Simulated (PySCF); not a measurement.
# Magnesium: a sound run and one with changed settings

Sound run: Mg²⁺ [Ne], Mg³⁺ [He] 2s2 2p5. All numbers are calculated (PySCF 2.14, scalar relativity by spin-free X2C-1e, in aug-cc-pVDZ-DK (5s4p2d, 27 functions)). In the sound run the correlated levels freeze [He] 2s2. The sound run starts from symmetry-adapted Hartree-Fock orbitals and uses a fine grid where one is needed.

Changed run: basis STO-3G, all-electron and non-relativistic. This setting is unsound on purpose.

| species | method | sound run (hartree) | changed run (hartree) | converged |
| --- | --- | --- | --- | --- |
| Mg²⁺ | UHF | -199.12896 | -196.51193 | yes |
| Mg²⁺ | LDA | -198.57726 | -195.89028 | yes |
| Mg²⁺ | PBE0 | -199.43264 | -196.76973 | yes |
| Mg²⁺ | MP2 | -199.13079 | -196.52354 | yes |
| Mg²⁺ | CCSD(T) | -199.13077 | -196.52413 | yes |
| Mg³⁺ | UHF | -196.15164 | -193.66671 | yes |
| Mg³⁺ | LDA | -195.53333 | -192.97785 | yes |
| Mg³⁺ | PBE0 | -196.40226 | -193.87073 | yes |
| Mg³⁺ | MP2 | -196.15207 | -193.66971 | yes |
| Mg³⁺ | CCSD(T) | -196.15209 | -193.66995 | yes |

Ionisation energy of Mg²⁺:

```json
{"method": "UHF", "sound run (eV)": "81.017", "changed run (eV)": "77.423"}
{"method": "LDA", "sound run (eV)": "82.830", "changed run (eV)": "79.251"}
{"method": "PBE0", "sound run (eV)": "82.461", "changed run (eV)": "78.886"}
{"method": "MP2", "sound run (eV)": "81.055", "changed run (eV)": "77.657"}
{"method": "SCS-MP2", "sound run (eV)": "81.053", "changed run (eV)": "77.643"}
{"method": "CCSD", "sound run (eV)": "81.053", "changed run (eV)": "77.657"}
{"method": "CCSD(T)", "sound run (eV)": "81.054", "changed run (eV)": "77.666"}
```

A minimal basis cannot let orbitals breathe on ionisation and holds almost no correlation. The Hamiltonian changed with the basis, so the totals do not compare.

For comparison, NIST gives 80.144 eV between the lowest levels.
